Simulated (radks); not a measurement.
Values are calculated unless marked as measured or tabulated.
Q: These are the eigenvalues of the occupied orbitals of an atom or ion with whole-number occupations (hartree). Level of theory: non-relativistic Kohn-Sham, PBE, spin-polarised, spherical densities, point nucleus (a radial shooting solver on a logarithmic mesh with Libxc functionals).

| orbital | eigenvalue |
|---|---|
| 1s up | -927.0047 |
| 1s down | -925.9173 |
| 2s up | -207.8366 |
| 2s down | -206.0004 |
| 2p up | -202.3989 |

Which element is it, and in what charge state? The configuration may be excited. Open shells, if any, are filled with parallel spins first.

A: Z = 45, rhodium, charge +38: Rh38+ in [He] 2s2 2p3. The list shows which subshells hold electrons but not how many an open one holds; the 1s level, -927 hartree, gives Z - s = 43.1 by -(Z - s)^2/2, which with screening narrows Z to a few neighbours, and the depths of the outer levels then fix element, charge and occupations together.
